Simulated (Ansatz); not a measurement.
Ansatz (an electronic-structure program) input (HSE06/def2-TZVPD):

Ansatz 0.2 input:
```yaml
crystal:
  periodic: [false, false, false]
  atoms:
    - {symbol: B, position_ang: [0.95831041, -0.14168356, 0.02118926]}
    - {symbol: O, position_ang: [1.42895727, -0.36712114, -1.10614543]}
    - {symbol: Cl, position_ang: [-0.95430648, 0.21443452, 0.51430689]}
basis:
  gaussian:
    orbitals: def2-TZVPD
hamiltonian:
  xc: {name: HSE06}
total_charge: -1
magnetization: {spin_polarized: true, initial_magnetization: 1}
output: {forces: true}
```

End of the output:

```
integrals: 0.04 GiB planned
657 factors; their error is unknown
integrals: 0.07 GiB planned
55 factors; integrals over basis functions are off by at most 3.7e-5 eV
mean field: 0.48 GiB planned
mean field evaluation 1: about -15240.6436 eV, gradient 1.7e1 eV
mean field evaluation 2: about -15236.1176 eV, gradient 3.9e1 eV
mean field evaluation 4: about -15241.9642 eV, gradient 1.1e0 eV
mean field evaluation 8: about -15242.0119 eV, gradient 1.1e-1 eV
mean field evaluation 16: about -15242.0120 eV, gradient 5.2e-5 eV
mean field -15242.01199784 eV, -560.1336095138 hartree, gradient 4.7e-6 eV, S^2 0.755557; 0 other end points of the search recorded, 0 dependent functions left out
the calculation of the forces begins
reference -15242.01204298 eV, -560.1336111728 hartree; 16, 15 occupied and 107, 108 virtual orbitals, 657 factors
Total energy: -15242.01204298 eV, -560.1336111728 hartree
Atom 0 at     0.958310    -0.141684     0.021189 Å, force    -0.317338     0.039749    -0.059345 eV/Å
Atom 1 at     1.428957    -0.367121    -1.106145 Å, force    -0.013082     0.018711     0.122180 eV/Å
Atom 2 at    -0.954306     0.214435     0.514307 Å, force     0.330419    -0.058460    -0.062835 eV/Å
Dipole moment:    -0.436007     0.091929     0.190864 e Å
```
